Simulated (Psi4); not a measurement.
H₆AlO₂Si₂, charge +1, singlet, geometry from GFN2-xTB (such geometries of metal compounds can be far from the true shape); B3LYP/3-21G in Psi4.

Psi4 was given this input:
```
memory 2 GB

molecule mol {
1 1
Al    0.000000   -0.000000   -0.000000
O    -1.350764    0.168450    0.862441
Si   -2.818390    0.351474    1.799496
H    -2.609435   -0.648004    2.843649
H    -3.831695    0.040158    0.794922
H    -2.716136    1.749824    2.208194
O     1.350764   -0.168450   -0.862441
Si    2.818390   -0.351474   -1.799496
H     2.371905   -1.273484   -2.840371
H     3.725799   -0.896794   -0.793461
H     3.059563    1.028301   -2.212933
}

set {
  basis 3-21g
  reference rks
}

energy('b3lyp')
print_variables()
```

What the program printed (banner, timings and long lists left out):

```
   => Loading Basis Set <=

    Name: 3-21G
    Role: ORBITAL
    Keyword: BASIS

         ---------------------------------------------------------
                                   SCF
               by Justin Turney, Rob Parrish, Andy Simmonett
                          and Daniel G. A. Smith
                              RKS Reference
         ---------------------------------------------------------

  ==> Geometry <==

    Molecular point group: c1
    Full point group: C1

    Geometry (in Angstrom), charge = 1, multiplicity = 1:

       Center              X                  Y                   Z               Mass
    ------------   -----------------  -----------------  -----------------  -----------------
         AL          -0.000000008331    -0.000000008331    -0.000000000000    26.981538530000
         O           -1.350764008331     0.168449991669     0.862441000000    15.994914619570
         SI          -2.818390008331     0.351473991669     1.799496000000    27.976926534650
         H           -2.609435008331    -0.648004008331     2.843649000000     1.007825032230
         H           -3.831695008331     0.040157991669     0.794922000000     1.007825032230
         H           -2.716136008331     1.749823991669     2.208194000000     1.007825032230
         O            1.350763991669    -0.168450008331    -0.862441000000    15.994914619570
         SI           2.818389991669    -0.351474008331    -1.799496000000    27.976926534650
         H            2.371904991669    -1.273484008331    -2.840371000000     1.007825032230
         H            3.725798991669    -0.896794008331    -0.793461000000     1.007825032230
         H            3.059562991669     1.028300991669    -2.212933000000     1.007825032230

  Running in c1 symmetry.

  Rotational constants: A =      1.35664  B =      0.02102  C =      0.02102 [cm^-1]
  Rotational constants: A =  40671.05713  B =    630.12601  C =    630.12600 [MHz]
  Nuclear repulsion =  307.055765356134145

  Charge       = 1
  Multiplicity = 1
  Electrons    = 62
  Nalpha       = 31
  Nbeta        = 31

  ==> Algorithm <==

  SCF Algorithm Type is DF.
  DIIS enabled.
  MOM disabled.
  Fractional occupation disabled.
  Guess Type is SAD.
  Energy threshold   = 1.00e-06
  Density threshold  = 1.00e-06
  Integral threshold = 1.00e-12

  ==> Primary Basis <==

  Basis Set: 3-21G
    Blend: 3-21G
    Number of shells: 43
    Number of basis functions: 69
    Number of Cartesian functions: 69
[...]
   @DF-RKS iter   3:  -970.13378025021598   -1.68131e+00   8.99651e-04 DIIS/ADIIS
   @DF-RKS iter   4:  -970.13472690229105   -9.46652e-04   3.26550e-04 DIIS/ADIIS
   @DF-RKS iter   5:  -970.13492676288865   -1.99861e-04   4.94478e-05 DIIS
   @DF-RKS iter   6:  -970.13493114732580   -4.38444e-06   4.32013e-06 DIIS
   @DF-RKS iter   7:  -970.13493118089048   -3.35647e-08   1.12418e-06 DIIS
   @DF-RKS iter   8:  -970.13493118301574   -2.12526e-09   6.37666e-07 DIIS
  Energy and wave function converged.

  ==> Post-Iterations <==

   Electrons on quadrature grid:
      Ntotal   =   61.9999985700 ; deviation = -1.430e-06

    Orbital Energies [Eh]
    ---------------------

    Doubly Occupied:

[...]
      31A     -0.467677

    Virtual:

[...]
    Final Occupation by Irrep:
              A
    DOCC [    31 ]
    NA   [    31 ]
    NB   [    31 ]

  @DF-RKS Final Energy:  -970.13493118301574

   => Energetics <=

    Nuclear Repulsion Energy =            307.0557653561341453
    One-Electron Energy =               -1944.9524851572596162
    Two-Electron Energy =                 732.0235146787008489
    DFT Exchange-Correlation Energy =     -64.2617260605911014
    Empirical Dispersion Energy =           0.0000000000000000
    VV10 Nonlocal Energy =                  0.0000000000000000
    Total Energy =                       -970.1349311830157376

Computation Completed

Properties will be evaluated at   0.000000,   0.000000,   0.000000 [a0]

Properties computed using the SCF density matrix

 Multipole Moments:

 ------------------------------------------------------------------------------------
     Multipole            Electronic (a.u.)      Nuclear  (a.u.)        Total (a.u.)
 ------------------------------------------------------------------------------------

 L = 1.  Multiply by 2.5417464519 to convert [e a0] to [Debye]
 Dipole X            :         -0.0000030            0.0000009           -0.0000021
 Dipole Y            :          0.0000044            0.0000009            0.0000053
 Dipole Z            :         -0.0000130            0.0000000           -0.0000130
 Magnitude           :                                                    0.0000142

 ------------------------------------------------------------------------------------

  Variable Map:
  ----------------------------------------------------------------------------
[...]
  Array Variable Map:
  ----------------------------------------------------------------------------
[...]
[...]
```
